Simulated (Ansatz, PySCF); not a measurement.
Molecule: sum formula SiPH4, charge 0, multiplicity 2. It need not be the lowest isomer of its formula. SMILES: [SiH2]P
Geometry from a B3LYP-D3(BJ)/def2-TZVP (Ansatz, a first-principles code) optimisation:
```xyz
6

Si    -1.1104    -0.0895     0.2616
P      1.0764     0.1108    -0.2618
H     -1.9087     0.1796    -0.9665
H     -1.4426     0.9493     1.2757
H      1.1743    -1.1014    -0.9903
H      1.5769    -0.4366     0.9464
```
Charge 0, spin multiplicity 2.

Quantity: atomisation energy (electronic, to ground-state atoms); the coupled-cluster value holds the core correlation from cc-pwCVTZ, in kcal/mol. Valence correlation only, unless marked. Open shells are spin-unrestricted. No spin-orbit coupling. Non-relativistic. CBS marks a two-point X^-3 extrapolation of the correlation energy; Hartree-Fock from the larger set. The bracket is a focal-point correction in the basis named.

Level to compare with: RI-MP2/CBS(aug-cc-pV(T+d)Z,aug-cc-pV(Q+d)Z)+[CCSD(T)-MP2]/aug-cc-pV(T+d)Z plus the core term (Ansatz), 364.1 kcal/mol. It is a level with limits of its own, and the differences hold the functionals' basis error too.

Rank these functionals by how close they come to RI-MP2/CBS(aug-cc-pV(T+d)Z,aug-cc-pV(Q+d)Z)+[CCSD(T)-MP2]/aug-cc-pV(T+d)Z, closest first: BLYP/def2-TZVPD (Ansatz); wB97X-V/def2-TZVPD (Ansatz); BP86/def2-TZVPD (PySCF).

BLYP/def2-TZVPD (GGA, 359.5 kcal/mol, difference -4.6), wB97X-V/def2-TZVPD (range-separated hybrid with VV10, 370.6 kcal/mol, difference 6.5), BP86/def2-TZVPD (GGA, 373.6 kcal/mol, difference 9.5)
